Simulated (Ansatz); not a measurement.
Basis-set extrapolation for C3H8OSi, SMILES `CC(C)[Si]O` (PBE0-D4/def2-TZVP geometry, frozen core, Ansatz 0.2.0). Multiplicity 1, RHF reference.

```json
{"": "HF", "def2-TZVPP": "-482.146829", "def2-QZVPP": "-482.164950"}
{"": "MP2 correlation", "def2-TZVPP": "-0.875839", "def2-QZVPP": "-0.936368"}
{"": "CCSD(T) correlation", "def2-TZVPP": "-0.960622", "def2-QZVPP": "not run"}
```

Energies in hartree. Use E(X) = E(∞) + A·exp(−7.88·√X) for Hartree–Fock and E(X) = E(∞) + B·X^(−2.97) for correlation, with X = 3 and 4, and add CCSD(T) minus MP2 of the smaller set to the MP2 limit.

Question: What is the CCSD(T) energy at the basis-set limit?

Answer: HF limit: -482.164950 + (-0.018121) × 0.13774 = -482.16745. MP2 limit: -0.936368 + (-0.060529) × 0.74074 = -0.98120. Higher-order term: -0.960622 − (-0.875839) = -0.08478. Total: -483.23343 hartree, 79.1 kcal/mol below CCSD(T)/def2-TZVPP.
